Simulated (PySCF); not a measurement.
## Indirect couplings

Geometry (Å), atoms numbered from 1 in this order:
```xyz
7

O     1.244    1.316   -0.559
C     0.997    0.159   -0.267
O     1.650   -0.869   -0.208
C    -0.584   -0.083    0.148
F    -0.735   -0.566    1.410
F    -1.213   -0.983   -0.655
F    -1.357    1.030    0.103
```

Total charge -1.

Couplings: B3LYP/pcJ-1 in PySCF, geometry GFN2-xTB; gas phase, one conformer, non-relativistic. Couplings are averaged over pairs made equivalent by symmetry, fast rotation or ring inversion, so a value needn't be that of the named pair in this geometry, while other rotamers aren't included; one pair stands for each set, and the list holds those of at least 1.5 Hz over up to four bonds. One-bond C–F couplings come out tens of Hz too large with common functionals.

Isotopes: 13C, 19F, 17O. Couplings to quadrupolar nuclei such as 17O and 33S are rarely resolved in practice.

| pair | bonds | J (Hz) |
| --- | --- | --- |
| O1, C2 | 1 | 25.5 |
| C2, C4 | 1 | ? |
| C4, F5 | 1 | ? |
| O1, O3 | 2 | -4.9 |
| O1, C4 | 2 | -18.0 |
| C2, F5 | 2 | 24.4 |
| F5, F6 | 2 | 51.0 |
| O1, F5 | 3 | ? |
| O3, F5 | 3 | -2.3 |

**Question.** Estimate the withheld couplings, with signs.

**Answer.** 
- 1J(C2,C4) = 60.8 Hz (bond length 1.652 Å)
- 1J(C4,F5) = -419.2 Hz (bond length 1.360 Å)
- 3J(O1,F5) = -2.5 Hz (mean over equivalent pairs that range from -4.2 to 0.8 Hz in this conformer)
